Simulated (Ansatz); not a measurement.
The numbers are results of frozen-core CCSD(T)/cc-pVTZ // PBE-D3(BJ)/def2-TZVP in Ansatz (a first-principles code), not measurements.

Ansatz 0.2 input:
```yaml
crystal:
  periodic: [false, false, false]
  atoms:
    - { symbol: F, position_ang: [-0.298292, -1.214329, -1.364187] }
    - { symbol: Ge, position_ang: [-0.064479, -0.139654, -0.002683] }
    - { symbol: F, position_ang: [-0.713536, -1.075493, 1.326301] }
    - { symbol: S, position_ang: [2.099453, 0.243999, 0.165695] }
    - { symbol: S, position_ang: [-1.240811, 1.719628, -0.135001] }
    - { symbol: H, position_ang: [2.37812, -0.896377, -0.513928] }
    - { symbol: H, position_ang: [-2.277375, 1.135187, 0.516193] }
basis:
  gaussian: { orbitals: cc-pVTZ }
correlation:
  method: ccsd_t
```

Output:

```
Functional definition: HF
1207 factors; integrals over basis functions are off by at most 8.8e-4 eV
mean field evaluation 1: about -83556.1795 eV, gradient 4.1e1 eV
mean field evaluation 2: about -83556.3812 eV, gradient 4.2e1 eV
mean field evaluation 4: about -83559.7284 eV, gradient 2.9e0 eV
mean field evaluation 8: about -83559.7902 eV, gradient 2.7e-1 eV
mean field evaluation 16: about -83558.2899 eV, gradient 3.0e1 eV
mean field -83559.79064529 eV, -3070.7656673542 hartree, gradient 9.4e-6 eV, S^2 0.000000; 0 other end points of the search recorded, 0 dependent functions left out
21 core orbitals not correlated
reference -83559.79064529 eV, -3070.7656673542 hartree; 21, 21 occupied and 157, 157 virtual orbitals, 1207 factors
second order -28.41592284 eV of doubles, -0.00000000 eV of singles
cycle   1  -28.42029800 eV  change   -4.4e-3 eV  update   1.2e-1
cycle   2  -29.09922890 eV  change   -6.8e-1 eV  update   3.8e-2
cycle   3  -29.25658965 eV  change   -1.6e-1 eV  update   1.9e-2
cycle   4  -29.24032308 eV  change    1.6e-2 eV  update   4.2e-3
cycle   5  -29.23638871 eV  change    3.9e-3 eV  update   1.6e-3
cycle   6  -29.23717052 eV  change   -7.8e-4 eV  update   5.1e-4
cycle   7  -29.23679773 eV  change    3.7e-4 eV  update   1.8e-4
cycle   8  -29.23667720 eV  change    1.2e-4 eV  update   5.4e-5
cycle   9  -29.23671008 eV  change   -3.3e-5 eV  update   2.2e-5
perturbative correction -1.16453281 eV, -0.0427957913 hartree
Total energy: -83590.19188818 eV, -3071.8828924236 hartree
```

Cost: very roughly 6 core-minutes.
